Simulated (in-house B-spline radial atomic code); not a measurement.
**Response and correlation of Sm⁵⁰⁺**

Closed shell [Ne] 3s2. Computed with an all-electron radial atomic-structure program (B-spline basis): Dirac-Hartree-Fock, relativistic RPA (time-dependent Dirac-Hartree-Fock) for the response and second-order many-body perturbation theory for correlation, no-pair Dirac-Coulomb Hamiltonian, finite nucleus.

Command:
```bash
python run_mb.py task.json out
```
Settings (nuclear radius in fm, box in bohr, cutoff in hartree):
```
basis_form          2
Z                   62
core_configuration  [Ne] 3s2
rms_radius          5.0819
mass_number         152
speed_of_light      137.036
box_radius          1.937
lmax                7
intervals           55
virtual_cutoff      96100.0
```

Cost of the run: 1.1 s on 1 thread of Intel(R) Xeon(R) Platinum 8259CL CPU @ 2.50GHz, with other jobs on the host.

| multipole (bohr³, bohr⁵, bohr⁷) | uncoupled | coupled RPA |
| --- | --- | --- |
| dipole | 0.0062991 | 0.0073939 |
| quadrupole | 0.00011578 | ? |
| octupole | 3.7835e-06 | 3.8903e-06 |

What is the coupled quadrupole polarisability?

0.00013058 atomic units, +13 % against the uncoupled value.

Which subshells carry the dipole polarisability?

3s1/2 99.5 %, 2p3/2 0.3 %, 2p1/2 0.1 %.

What does the dipole shielding factor come to?

The dipole shielding factor is 0.193, against the exact N/Z = 12/62 = 0.194 of the non-relativistic theorem.

Dipole polarisability at imaginary frequency:

| u (Eh) | α(iu) (bohr³) |
| --- | --- |
| 0 | 0.007394 |
| 18.2 | 0.001511 |
| 54.6 | 0.0003682 |
| 109 | 0.0001825 |
| 182 | 0.0001099 |
| 364 | 4.754e-05 |
| 728 | 1.612e-05 |
| 1820 | 3.078e-06 |

What dispersion coefficients follow for two such ions (the dispersion part alone)?

C6 = (3/π)∫α(iu)²du = 0.0003332 hartree·bohr⁶ and C8 = 4.626e-05 hartree·bohr⁸.

Lowest J = 1 odd-parity excitations:

```json
{"energy (eV)": "112.83", "oscillator strength": "0.0484", "leading channel": "3s1/2 → p1/2", "weight": "0.986"}
{"energy (eV)": "297.37", "oscillator strength": "0.521", "leading channel": "3s1/2 → p3/2", "weight": "0.986"}
{"energy (eV)": "2138.7", "oscillator strength": "0.23", "leading channel": "3s1/2 → p1/2", "weight": "0.999"}
{"energy (eV)": "2206.1", "oscillator strength": "0.359", "leading channel": "3s1/2 → p3/2", "weight": "0.999"}
{"energy (eV)": "3035.5", "oscillator strength": "0.0634", "leading channel": "3s1/2 → p1/2", "weight": "1.0"}
{"energy (eV)": "3069", "oscillator strength": "0.108", "leading channel": "3s1/2 → p3/2", "weight": "1.0"}
{"energy (eV)": "3512.5", "oscillator strength": "0.028", "leading channel": "3s1/2 → p1/2", "weight": "1.0"}
{"energy (eV)": "3531.7", "oscillator strength": "0.0495", "leading channel": "3s1/2 → p3/2", "weight": "1.0"}
```

Second-order correlation energy by the highest angular momentum of the excited pair (hartree): s -0.02223, p -0.2491, d -0.2445, f -0.05916, g -0.0217, h -0.008145, i -0.003716, k -0.001919.

What is the second-order correlation energy at the partial-wave limit?

The listed waves sum to -0.61044 hartree; extrapolating the increments as (l + 1/2)⁻⁴ gives -0.61436 hartree, -1.39 eV per electron.
